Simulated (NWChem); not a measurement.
System: HTeOF; SMILES O[Te]F

The following NWChem deck was run.

```
start job
memory heap 200 mb stack 900 mb global 1100 mb
geometry units angstroms noautoz
  Te     0.294893     0.024593     0.024159
  F     -0.690033    -1.646794    -0.036918
  O     -1.242908     1.250229    -0.081756
  H     -1.602724     1.361217     0.808848
end
basis spherical
  * library def2-svp
end
ecp
  Te library def2-ecp
end
dft
  xc xwpbe 1.00 cpbe96 1.0 hfexch 1.00
  cam 0.25 cam_alpha 0.0 cam_beta 1.0
  iterations 150
  vectors input atomic output neutral.movecs
end
task dft energy
charge 1
dft
  odft
  mult 2
  vectors input atomic output cation.movecs
end
task dft energy
```

Excerpt of the output:

```
             Northwest Computational Chemistry Package (NWChem) 7.3.0
             --------------------------------------------------------

 C1  symmetry detected

                             Geometry "geometry" -> ""
                             -------------------------

 Output coordinates in angstroms (scale by  1.889725989 to convert to a.u.)

  No.       Tag          Charge          X              Y              Z
 ---- ---------------- ---------- -------------- -------------- --------------
    1 Te                  52.0000     0.33411693     0.00972065    -0.00417493
    2 F                    9.0000    -0.87336981    -1.50991874    -0.00818163
    3 O                    8.0000    -1.02302111     1.43532496    -0.06791039
    4 H                    1.0000    -1.32958319     1.60119530     0.83401427

 Effective nuclear repulsion energy (a.u.)     269.3663128567

 Summary of "ao basis" -> "ao basis" (spherical)
 ------------------------------------------------------------------------------
       Tag                 Description            Shells   Functions and Types
 ---------------- ------------------------------  ------  ---------------------
 Te                         def2-svp                10       26   4s4p2d
 F                          def2-svp                 6       14   3s2p1d
 O                          def2-svp                 6       14   3s2p1d
 H                          def2-svp                 3        5   2s1p

            General Information
            -------------------
          SCF calculation type: DFT
          Wavefunction type:  closed shell.
          No. of atoms     :     4
          No. of electrons :    42
           Alpha electrons :    21
            Beta electrons :    21
          Charge           :     0
          Spin multiplicity:     1
          Use of symmetry is: off; symmetry adaption is: off
          Maximum number of iterations: 150
          AO basis - number of functions:    59
                     number of shells:    25
          Convergence on energy requested:  1.00D-06
          Convergence on density requested:  1.00D-05
          Convergence on gradient requested:  5.00D-04

              XC Information
              --------------
                     Hartree-Fock (Exact) Exchange  1.000
                     LC-wPBE(h)Exchange Functional  1.000
            Perdew 1991 LDA Correlation Functional  1.000 local
           PerdewBurkeErnz. Correlation Functional  1.000 non-local

           Range-Separation Parameters
           ---------------------------
           Alpha           :  0.00
           Beta            :  1.00
           Gamma           :  0.25
           Short-Range HF  :     F

             Grid Information
             ----------------
          Grid used for XC integration:  medium
          Radial quadrature: Mura-Knowles
          Angular quadrature: Lebedev.
          Tag              B.-S. Rad. Rad. Pts. Rad. Cut. Ang. Pts.
          ---              ---------- --------- --------- ---------
          Te                  1.40      123           8.0       590
          F                   0.50       49           9.0       434
          O                   0.60       49           7.0       434
          H                   0.35       45           9.0       434
          Grid pruning is: on
          Number of quadrature shells:   266
          Spatial weights used:  Erf1

      Superposition of Atomic Density Guess
      -------------------------------------

 Sum of atomic energies:        -485.70666265

      Non-variational initial energy
      ------------------------------

 Total energy =    -441.582264
 1-e energy   =    -977.425268
 2-e energy   =     401.419465
 HOMO         =      -0.207877
 LUMO         =      -0.064805

   convergence    iter        energy       DeltaE   RMS-Dens  Diis-err
 ---------------- ----- ----------------- --------- --------- ---------
 d= 0,ls=0.0,diis     1   -443.2975919338 -5.78D+02  2.24D-02  7.74D-01
 d= 0,ls=0.0,diis     2   -443.2664199383  3.12D-02  9.92D-03  1.41D+00
 d= 0,ls=0.0,diis     3   -443.3917372156 -1.25D-01  9.57D-04  1.15D-02
 d= 0,ls=0.0,diis     4   -443.3926127653 -8.76D-04  4.15D-04  9.24D-04
 d= 0,ls=0.0,diis     5   -443.3926514230 -3.87D-05  1.83D-04  4.69D-04
  Resetting Diis
 d= 0,ls=0.0,diis     6   -443.3926943048 -4.29D-05  4.94D-05  1.10D-05
 d= 0,ls=0.0,diis     7   -443.3926957756 -1.47D-06  1.51D-05  2.51D-07
 d= 0,ls=0.0,diis     8   -443.3926958719 -9.63D-08  5.43D-06  1.04D-07

         Total DFT energy =     -443.392695871916
      One electron energy =     -978.479958746050
           Coulomb energy =      440.752783524217
    Exchange-Corr. energy =      -40.089060017143
 Nuclear repulsion energy =      134.423539367060

 Numeric. integr. density =       41.999989041799

                       DFT Final Molecular Orbital Analysis
                       ------------------------------------

 Vector   19  Occ=2.000000D+00  E=-4.252330D-01
              MO Center= -6.7D-01,  2.0D-02, -6.2D-02, r^2= 3.1D+00
   Bfn.  Coefficient  Atom+Function         Bfn.  Coefficient  Atom+Function
  ----- ------------  ---------------      ----- ------------  ---------------
    30      0.377133  2 F  px                45      0.340277  3 O  py
    33     -0.272207  2 F  px                48      0.252645  3 O  py
    11      0.231196  1 Te px                31     -0.212123  2 F  py
    46     -0.179262  3 O  pz                 4      0.175421  1 Te s
     3      0.161705  1 Te s                 44     -0.155499  3 O  px

 Vector   20  Occ=2.000000D+00  E=-4.073729D-01
              MO Center= -8.9D-01,  9.8D-01, -5.2D-02, r^2= 1.8D+00
   Bfn.  Coefficient  Atom+Function         Bfn.  Coefficient  Atom+Function
  ----- ------------  ---------------      ----- ------------  ---------------
    44      0.460214  3 O  px                47      0.345343  3 O  px
    45      0.338054  3 O  py                48      0.252973  3 O  py
    31     -0.212955  2 F  py                34      0.158073  2 F  py
     3     -0.136638  1 Te s                  4     -0.120697  1 Te s
    30     -0.100758  2 F  px                46      0.095512  3 O  pz

 Vector   21  Occ=2.000000D+00  E=-2.976786D-01
              MO Center=  2.1D-01, -2.9D-02,  1.4D-02, r^2= 2.5D+00
   Bfn.  Coefficient  Atom+Function         Bfn.  Coefficient  Atom+Function
  ----- ------------  ---------------      ----- ------------  ---------------
    13      0.618375  1 Te pz                16      0.494334  1 Te pz
    32      0.238938  2 F  pz                10     -0.231857  1 Te pz
    35     -0.187328  2 F  pz                 7     -0.180263  1 Te pz
    46     -0.154252  3 O  pz                49     -0.102932  3 O  pz
    55     -0.099669  4 H  s                 43      0.086752  3 O  s

 Vector   22  Occ=0.000000D+00  E=-5.003522D-03
              MO Center=  3.5D-01,  7.4D-03,  6.4D-03, r^2= 2.9D+00
   Bfn.  Coefficient  Atom+Function         Bfn.  Coefficient  Atom+Function
  ----- ------------  ---------------      ----- ------------  ---------------
    15      0.669810  1 Te py                12      0.498273  1 Te py
    29      0.237192  2 F  s                 30     -0.231097  2 F  px
    44     -0.206550  3 O  px                43     -0.204018  3 O  s
     9     -0.194364  1 Te py                33      0.192131  2 F  px
    47     -0.190257  3 O  px                31     -0.151496  2 F  py

 Vector   23  Occ=0.000000D+00  E= 1.740461D-02
              MO Center= -6.9D-02,  1.8D-01,  5.8D-02, r^2= 3.2D+00
   Bfn.  Coefficient  Atom+Function         Bfn.  Coefficient  Atom+Function
  ----- ------------  ---------------      ----- ------------  ---------------
    14      0.631996  1 Te px                11      0.456651  1 Te px
    43      0.442299  3 O  s                  3     -0.374795  1 Te s
    45     -0.270823  3 O  py                48     -0.257119  3 O  py
    31     -0.226940  2 F  py                56     -0.224187  4 H  s
    34      0.202097  2 F  py                 8     -0.174789  1 Te px

 Vector   24  Occ=0.000000D+00  E= 1.516275D-01
              MO Center= -1.2D+00,  1.5D+00,  9.5D-01, r^2= 3.0D+00
   Bfn.  Coefficient  Atom+Function         Bfn.  Coefficient  Atom+Function
  ----- ------------  ---------------      ----- ------------  ---------------
    56      1.390388  4 H  s                 43     -0.657449  3 O  s
     3     -0.518264  1 Te s                 49     -0.400366  3 O  pz
    14      0.265707  1 Te px                46     -0.254368  3 O  pz
    47      0.226244  3 O  px                15     -0.216142  1 Te py
    55      0.179203  4 H  s                 48     -0.174475  3 O  py

     Multipole analysis of the density
     ---------------------------------

     L   x y z        total         alpha         beta         nuclear
     -   - - -        -----         -----         ----         -------
     0   0 0 0     -0.000000    -21.000000    -21.000000     42.000000

     1   1 0 0      0.691281      9.185093      9.185093    -17.678904
     1   0 1 0      0.509307      0.511824      0.511824     -0.514342
     1   0 0 1      0.570111      0.174603      0.174603      0.220905

     2   2 0 0    -25.733920    -48.014377    -48.014377     70.294834
     2   1 1 0     -1.443547      2.723338      2.723338     -6.890223
     2   1 0 1     -1.727138      0.068959      0.068959     -1.865056
     2   0 2 0    -27.969543    -84.631221    -84.631221    141.292900
     2   0 1 1      2.026146     -0.175806     -0.175806      2.377759
     2   0 0 2    -27.340459    -14.979909    -14.979909      2.619358

                                 NWChem DFT Module
                                 -----------------

            General Information
            -------------------
          SCF calculation type: DFT
          Wavefunction type:  spin polarized.
          No. of atoms     :     4
          No. of electrons :    41
           Alpha electrons :    21
            Beta electrons :    20
          Charge           :     1
          Spin multiplicity:     2
          Use of symmetry is: off; symmetry adaption is: off
          Maximum number of iterations: 150
          This is a Direct SCF calculation.
          AO basis - number of functions:    59
                     number of shells:    25
          Convergence on energy requested:  1.00D-06
          Convergence on density requested:  1.00D-05
          Convergence on gradient requested:  5.00D-04

              XC Information
              --------------
                     Hartree-Fock (Exact) Exchange  1.000
                     LC-wPBE(h)Exchange Functional  1.000
            Perdew 1991 LDA Correlation Functional  1.000 local
           PerdewBurkeErnz. Correlation Functional  1.000 non-local

           Range-Separation Parameters
           ---------------------------
           Alpha           :  0.00
           Beta            :  1.00
           Gamma           :  0.25
           Short-Range HF  :     F

             Grid Information
             ----------------
          Grid used for XC integration:  medium
          Radial quadrature: Mura-Knowles
          Angular quadrature: Lebedev.
          Tag              B.-S. Rad. Rad. Pts. Rad. Cut. Ang. Pts.
          ---              ---------- --------- --------- ---------
          Te                  1.40      123           8.0       590
          F                   0.50       49           9.0       434
          O                   0.60       49           7.0       434
          H                   0.35       45           9.0       434
          Grid pruning is: on
          Number of quadrature shells:   266
          Spatial weights used:  Erf1

      Superposition of Atomic Density Guess
      -------------------------------------

 Sum of atomic energies:        -485.70666265

 Renormalizing density from      42.00 to     41

      Non-variational initial energy
      ------------------------------

 Total energy =    -437.197884
 1-e energy   =    -954.153237
 2-e energy   =     382.531814
 HOMO         =      -0.542456
 LUMO         =      -0.407813

   convergence    iter        energy       DeltaE   RMS-Dens  Diis-err
 ---------------- ----- ----------------- --------- --------- ---------
 d= 0,ls=0.0,diis     1   -442.8512613316 -5.77D+02  1.57D-02  5.51D-01
                                                     1.72D-02  5.49D-01
 d= 0,ls=0.0,diis     2   -442.4169730776  4.34D-01  9.94D-03  1.75D+00
                                                     1.14D-02  1.76D+00
 d= 0,ls=0.0,diis     3   -443.0615991979 -6.45D-01  2.00D-03  2.15D-02
                                                     2.09D-03  2.20D-02
 d= 0,ls=0.0,diis     4   -443.0641524784 -2.55D-03  9.74D-04  1.52D-02
                                                     9.81D-04  1.49D-02
 d= 0,ls=0.0,diis     5   -443.0696044407 -5.45D-03  1.49D-04  1.71D-04
                                                     1.89D-04  1.94D-04
  Resetting Diis
 d= 0,ls=0.0,diis     6   -443.0697006609 -9.62D-05  5.81D-05  4.01D-06
                                                     6.81D-05  5.24D-06
 d= 0,ls=0.0,diis     7   -443.0697090048 -8.34D-06  2.37D-05  6.59D-07
                                                     2.55D-05  8.44D-07
 d= 0,ls=0.0,diis     8   -443.0697101435 -1.14D-06  9.54D-06  7.18D-07
                                                     1.08D-05  8.80D-07
 d= 0,ls=0.0,diis     9   -443.0697105809 -4.37D-07  1.63D-05  1.82D-07
                                                     1.56D-05  1.84D-07
 d= 0,ls=0.0,diis    10   -443.0697109388 -3.58D-07  6.89D-06  2.45D-08
                                                     5.44D-06  1.44D-08

         Total DFT energy =     -443.069710938822
      One electron energy =     -966.464547981519
           Coulomb energy =      428.714387607586
    Exchange-Corr. energy =      -39.743089931949
 Nuclear repulsion energy =      134.423539367060

 Numeric. integr. density =       40.999989232247

                    DFT Final Alpha Molecular Orbital Analysis
                    ------------------------------------------

 Vector   19  Occ=1.000000D+00  E=-6.847615D-01
              MO Center= -7.0D-01, -1.0D-01, -7.5D-02, r^2= 3.0D+00
   Bfn.  Coefficient  Atom+Function         Bfn.  Coefficient  Atom+Function
  ----- ------------  ---------------      ----- ------------  ---------------
    30      0.395944  2 F  px                33     -0.273095  2 F  px
    45      0.262607  3 O  py                11      0.246100  1 Te px
    44     -0.224869  3 O  px                31     -0.213891  2 F  py
    46     -0.195831  3 O  pz                48      0.179753  3 O  py
     3      0.152914  1 Te s                 47     -0.153388  3 O  px

 Vector   20  Occ=1.000000D+00  E=-6.566617D-01
              MO Center= -9.3D-01,  1.0D+00, -5.1D-02, r^2= 1.7D+00
   Bfn.  Coefficient  Atom+Function         Bfn.  Coefficient  Atom+Function
  ----- ------------  ---------------      ----- ------------  ---------------
    44      0.433148  3 O  px                45      0.404870  3 O  py
    47      0.309613  3 O  px                48      0.288195  3 O  py
    31     -0.232130  2 F  py                34      0.163824  2 F  py
     3     -0.103175  1 Te s                 15      0.086895  1 Te py
    26     -0.074497  1 Te d  2               4     -0.065699  1 Te s

[...]
```

Level: LC-wPBE (HJS exchange hole, range parameter 0.25 per bohr)/def2-SVP with def2 effective core potentials on Te, vertical spin-unrestricted ions. Structure relaxed at the PBE0/def2-SVP level. def2 effective core potentials on Te; no spin-orbit coupling.
